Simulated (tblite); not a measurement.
Input of a run (GFN2-xTB geometry optimisation, gas phase (tblite 0.8.0)), started from a force field or distance geometry:
```
{"job": {"kind": "relax", "xc": "GFN2-xTB", "basis": "xTB"}, "charge": 0, "multiplicity": 2}
C     -1.941400     1.354200     0.110100
C     -1.325300     0.612100    -0.826600
C     -0.142300    -0.241600    -0.463900
C     -0.420700    -1.456300     0.351800
C      0.984800    -0.403000    -1.418900
C      1.102200     0.569100    -0.304700
C      1.954500     0.331700     0.879200
O      2.056500    -0.803400     1.372200
H     -2.799700     1.972500    -0.142300
H     -1.547100     1.294700     1.122100
H     -1.717200     0.653900    -1.834400
H     -0.614600    -1.159300     1.408000
H     -1.320500    -1.977900    -0.076400
H      0.444600    -2.163400     0.346700
H      1.632000    -1.302200    -1.322600
H      1.116300     1.636200    -0.610300
H      2.530900     1.094700     1.400100
```

Output (eV, eV/Å):
```
step      E/eV     max force
  0    -638.17364    2.997
  1    -638.41135    3.086
  2    -638.53266    0.817
  3    -638.57305    0.550
  4    -638.60276    0.443
  5    -638.61808    0.409
  6    -638.63580    0.309
  7    -638.64887    0.246
  8    -638.65913    0.348
  9    -638.67325    0.448
 10    -638.68678    0.348
 11    -638.69559    0.255
 12    -638.70113    0.189
 13    -638.70619    0.255
 14    -638.71069    0.203
 15    -638.71370    0.107
 16    -638.71560    0.110
 17    -638.71725    0.124
 18    -638.71891    0.119
 19    -638.72026    0.087
 20    -638.72131    0.085
 21    -638.72240    0.105
 22    -638.72384    0.136
 23    -638.72555    0.115
 24    -638.72715    0.101
 25    -638.72849    0.087
 26    -638.72980    0.098
 27    -638.73133    0.120
 28    -638.73306    0.108
 29    -638.73461    0.081
 30    -638.73593    0.094
 31    -638.73734    0.091
 32    -638.73907    0.092
 33    -638.74090    0.118
 34    -638.74252    0.099
 35    -638.74387    0.091
 36    -638.74500    0.074
 37    -638.74586    0.063
 38    -638.74641    0.055
 39    -638.74678    0.059
 40    -638.74709    0.057
 41    -638.74741    0.045
 42    -638.74770    0.040
 43    -638.74794    0.049
 44    -638.74817    0.045
 45    -638.74842    0.039
 46    -638.74865    0.036
 47    -638.74888    0.039
 48    -638.74914    0.046
 49    -638.74939    0.036
 50    -638.74963    0.043
 51    -638.74991    0.043
 52    -638.75026    0.059
 53    -638.75065    0.060
 54    -638.75101    0.046
 55    -638.75129    0.038
 56    -638.75155    0.046
 57    -638.75183    0.054
 58    -638.75212    0.044
 59    -638.75234    0.032
 60    -638.75250    0.033
 61    -638.75266    0.034
 62    -638.75284    0.038
 63    -638.75305    0.034
 64    -638.75326    0.048
 65    -638.75349    0.039
 66    -638.75374    0.046
 67    -638.75402    0.044
 68    -638.75428    0.049
 69    -638.75461    0.050
 70    -638.75494    0.051
 71    -638.75523    0.044
 72    -638.75548    0.038
 73    -638.75570    0.040
 74    -638.75587    0.041
 75    -638.75603    0.042
 76    -638.75616    0.035
 77    -638.75631    0.033
 78    -638.75638    0.025
 79    -638.75648    0.021
 80    -638.75654    0.019
 81    -638.75660    0.021
 82    -638.75667    0.026
 83    -638.75676    0.033
 84    -638.75689    0.033
 85    -638.75710    0.038
 86    -638.75738    0.044
 87    -638.75770    0.036
 88    -638.75800    0.047
 89    -638.75829    0.046
 90    -638.75857    0.032
 91    -638.75881    0.037
 92    -638.75899    0.038
 93    -638.75913    0.043
 94    -638.75938    0.045
 95    -638.75991    0.063
 96    -638.76048    0.073
 97    -638.76121    0.067
 98    -638.76185    0.076
 99    -638.76288    0.078
100    -638.75700    0.501
101    -638.76458    0.084
102    -638.76601    0.087
103    -638.75490    0.441
104    -638.76471    0.356
105    -638.76022    0.665
106    -638.76811    0.342
107    -638.76881    0.658
108    -638.77478    0.153
109    -638.77818    0.344
110    -638.78253    0.359
111    -638.79053    0.303
112    -638.79416    0.259
113    -638.79534    0.264
114    -638.79936    0.134
115    -638.80331    0.191
116    -638.80785    0.262
117    -638.81364    0.133
118    -638.81373    0.283
119    -638.81749    0.227
120    -638.81864    0.161
121    -638.82108    0.130
122    -638.82312    0.130
123    -638.82451    0.113
124    -638.82611    0.146
125    -638.82804    0.133
126    -638.83001    0.086
127    -638.83156    0.096
128    -638.83324    0.107
129    -638.83466    0.128
130    -638.83566    0.098
131    -638.83644    0.068
132    -638.83699    0.054
133    -638.83739    0.062
134    -638.83782    0.045
135    -638.83809    0.032
136    -638.83822    0.028
137    -638.83829    0.025
138    -638.83834    0.019
139    -638.83838    0.017
140    -638.83843    0.019
141    -638.83849    0.027
142    -638.83857    0.028
143    -638.83867    0.026
144    -638.83878    0.034
145    -638.83891    0.033
146    -638.83904    0.024
147    -638.83917    0.025
148    -638.83926    0.020
149    -638.83932    0.023
150    -638.83935    0.013
151    -638.83937    0.010
152    -638.83940    0.011
153    -638.83943    0.011
154    -638.83946    0.011
155    -638.83948    0.008
```

Q: Summarise the run.

A: The energy falls by 15.4 kcal/mol over 155 L-BFGS steps, the largest force on an atom goes from 3.00 to 0.008 eV/Å, and the atoms move by 0.652 Å rms after alignment. The bond that changes most is C3–C6 (ends: carbon bonded to 4 C; carbon bonded to 3 C and H), which lengthens by 0.094 Å. Bonds longer at the end by more than 0.005 Å: 3 of 17; shorter: 13. Among the angles that change most is C6–C7–H17, from 125.2° to 113.3°. Among the dihedrals that turn most is C1–C2–C3–C4, from 72° to 2°. The energy rose by more than 1e-5 eV at steps 100, 103 and 105. The first step brought 36 % of the lowering.

Q: What are the final bond lengths?

A: C1=C2 1.323 Å, C2–C3 1.478 Å, C3–C4 1.513 Å, C3–C5 1.454 Å, C5–C6 1.470 Å, C6–C7 1.466 Å, C7=O8 1.207 Å, C3–C6 1.588 Å, C1–H9 1.076 Å, C1–H10 1.076 Å, C2–H11 1.082 Å, C4–H12 1.089 Å, C4–H13 1.088 Å, C4–H14 1.087 Å, C5–H15 1.071 Å, C6–H16 1.083 Å, C7–H17 1.108 Å. Numbering counts from 1 in the input's order; the species is `C=C[C@@]1(C)[CH][C@@H]1C=O` [radical].

Its GFN2-xTB frequencies are all real (lowest 74 cm⁻¹).

One conformer stands for the species.

All values are computed, not measured.
